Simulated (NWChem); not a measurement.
System: WOF4; SMILES [O]=[W]([F])([F])([F])[F]

```xyz
6

W      0.0001    -0.0614     0.0000
O     -0.0100    -1.7599    -0.0066
F      0.0021     1.8587     0.0013
F      0.5863     0.0635     1.7311
F      1.2115     0.0689    -1.3681
F     -1.7915     0.0778    -0.3587
```
Atoms are numbered in this order, from 1.

Computed with NWChem. Medium grid unless said otherwise, to which SCAN and Minnesota functionals are sensitive. Structure relaxed at the PBE0/def2-SVP level. No frequency run checked for a minimum. def2 effective core potentials on W; no spin-orbit coupling. Total energies of different functionals are on different scales.

```
level            energy (Ha)  highest occupied level (eV)  orbital gap (eV)  dipole (D)
---------------  -----------  ---------------------------  ----------------  ----------
B3LYP/def2-SVP     -541.5583                       -10.45              6.93        0.61
PBE/def2-SVP       -541.1621                        -8.73              4.84        0.46
SCAN/def2-SVP      -541.4508                        -9.30              5.28        0.54
B97-2/def2-SVP     -541.4533                       -10.51              7.05        0.68
B3PW91/def2-SVP    -541.4146                       -10.47              6.93        0.63
TPSS/def2-SVP      -541.6054                        -8.89              5.03        0.46
KT2/def2-SVP       -548.0098                        -9.00              4.86        0.54
revPBE/def2-SVP    -541.4741                        -8.66              4.85        0.47
N12/def2-SVP       -541.5198                        -8.93              4.85        0.57
r2SCAN/def2-SVP    -541.3923                        -9.30              5.29        0.55
MPW1K/def2-SVP     -541.3231                       -12.36              9.40        0.76
```
